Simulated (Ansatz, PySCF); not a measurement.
Torsion C1–C2–C3–O4 in C3H4O2 (SMILES C=CC(=O)O); at each angle all else is relaxed with GFN2-xTB, and the levels are single points there.
Geometry at 0° (charge 0, multiplicity 1):
```xyz
9

C     -1.3834    -0.3526    -0.2592
C     -0.5285     0.4397     0.3711
C      0.9292     0.2744     0.2083
O      1.4744    -0.5525    -0.4771
O      1.6133     1.1759     0.9308
H     -1.0200    -1.1355    -0.9052
H     -2.4495    -0.2490    -0.1541
H     -0.8337     1.2388     1.0292
H      2.5671     1.0497     0.8094
```

On the grid 0° to 180°, 100° is the highest and 0° the lowest point at MP2/CBS(cc-pVTZ, cc-pVQZ) + ΔCCSD(T)/cc-pVTZ.

Rows in 6-31G* carry no dispersion term and start afresh at each structure (6-31G* with six Cartesian d functions).

The values were computed with Ansatz (Gaussian orbitals); PySCF for 6-31G* rows, the dispersion terms. 

One of these levels gives 248.4 meV for the energy at 100° less that at 0°. Name it.
(A) BLYP-D3(BJ)/def2-TZVPP
(B) HF/6-31G*
(C) SVWN5/def2-TZVPP

A, BLYP-D3(BJ)/def2-TZVPP. The others give 305.7 (HF/6-31G*), 270.1 (SVWN5/def2-TZVPP)

Ansatz is a quantum-chemistry and plane-wave program.
